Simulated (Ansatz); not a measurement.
C2H8Se2Si, SMILES `C[SiH2][Se][Se]C`. Total charge 0; spin multiplicity 1.

```xyz
13

C    -1.0015    2.0174    0.7603
Si   -1.3875    0.2244    0.4387
Se    0.0461   -1.1777    1.5414
Se    1.9339   -0.4954    0.3483
C     1.8111   -1.7174   -1.1617
H    -1.6810    2.6600    0.1936
H    -1.1052    2.2492    1.8219
H     0.0221    2.2402    0.4527
H    -1.3157   -0.0803   -1.0154
H    -2.7416   -0.1384    0.9414
H     1.8797   -2.7453   -0.8132
H     0.8802   -1.5511   -1.6996
H     2.6592   -1.4856   -1.8084
```

Q: List the harmonic frequencies (cm⁻¹, unscaled) at PBE0-D4/def2-TZVP in Ansatz. (An estimate is asked.)

A: Ansatz gave: 60, 68, 88, 150, 163, 173, 181, 297, 379, 476, 605, 641, 686, 736, 881, 886, 911, 918, 933, 1270, 1299, 1441, 1445, 1451, 1464, 2206, 2215, 3052, 3068, 3137, 3150, 3166, 3187.

Q: Is this a minimum?

A: Yes, all 33 modes are real.

Q: Give the ideal-gas thermochemistry at 298.15 K and 1 bar (rigid rotor, harmonic oscillator; point group C1, symmetry number 1).

A: Zero-point energy 243.9 kJ/mol; H(298) − E = 271.3 kJ/mol; entropy 415.6 J/(mol·K), of which translation 176.0, rotation 123.6, vibration 116.0; G(298) − E = 147.4 kJ/mol. Modes under 100 cm⁻¹ are hindered rotations or soft bends, so the harmonic entropy is rough.
